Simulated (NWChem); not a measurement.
# CH4AlIO; SMILES C[O][AlH][I]

```xyz
8

Al    -1.0532     1.0344     0.0000
H     -2.6188     1.1405     0.0000
I      0.1114    -1.1507     0.0000
O     -0.1453     2.4538     0.0000
C      1.1621     2.9258     0.0000
H      1.9089     2.1108     0.0000
H      1.3447     3.5523    -0.8901
H      1.3447     3.5523     0.8901
```
Atoms are numbered in this order, from 1.

All runs: NWChem. Coordinates come from a PBE0/def2-SVP optimisation. def2 effective core potentials on I; no spin-orbit coupling. Level M06-2X/def2-SVP: energy and gradient on several grids; changes count from the extra-fine grid, which is no exact limit either.

```
grid     size of the energy change (μHa)  largest change of a gradient component (μHa/bohr)  time, medium = 1 (rough)
-------  -------------------------------  -------------------------------------------------  ------------------------
xcoarse                             1000                                               2000                   about 1
coarse                               100                                               1000                   about 1
medium                              < 10                                                200                   about 1
fine                                < 10                                                 50                   about 1
xfine                               < 10                                               < 30                         2
```
